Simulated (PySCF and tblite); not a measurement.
C7H10F2, numbered as in [F:1][CH:2]([F:3])[C@H:4]1[C@H:5]2[CH2:6][CH2:7][C@@H:8]1[CH2:9]2. Geometries GFN2-xTB; weights from PBE0-D3(BJ)/def2-SVP energies and GFN2-xTB thermal corrections, with symmetry numbers and mirror pairs. Conformers within 2.5 kcal/mol (GFN2-xTB free energy) were kept, 6 at most. GIAO shieldings: B97-2/6-31G*. Shifts are against CFCl3 (¹⁹F) at the same level. Codes: tblite and PySCF.

Torsions listed: F1–C2–C4–C5. The 4-ring runs over atoms 4–5–9–8. The 5-ring runs over atoms 4–5–6–7–8. Of a mirror pair one member is shown.

Two conformers hold nearly all the population. I: 4-ring puckered (ring torsions -36, 36, -35, 35°); 5-ring envelope (ring torsions 44, 0, -44, 65, -65°); -172°; δ(F1/F3) = -140.87 ppm. II: 4-ring puckered (ring torsions -36, 36, -36, 36°); 5-ring envelope (ring torsions 42, 2, -45, 65, -64°); 90°; δ(F1/F3) = -135.74 ppm. The average over the ensemble at 298.15 K is -140.45 ppm.

(1) What populations and free-energy difference follow from a two-state model?

Unscaled ¹⁹F shifts at such levels can be off by tens of ppm; differences between conformers or isomers are more reliable.

Answers

(1) p(I) = (-140.45 − (-135.74))/(-140.87 − (-135.74)) = 0.92, so K = p(II)/p(I) = 0.09 and G(II) − G(I) = −RT ln K = 1.43 kcal/mol. One of the two counts twice, as a mirror pair, which this difference holds. The weights computed directly are 91.8 % and 8.2 %.


Conformer gaps in def2-SVP on xTB geometries can be 2 kcal/mol too large for S=O, P=O and other polar bonds.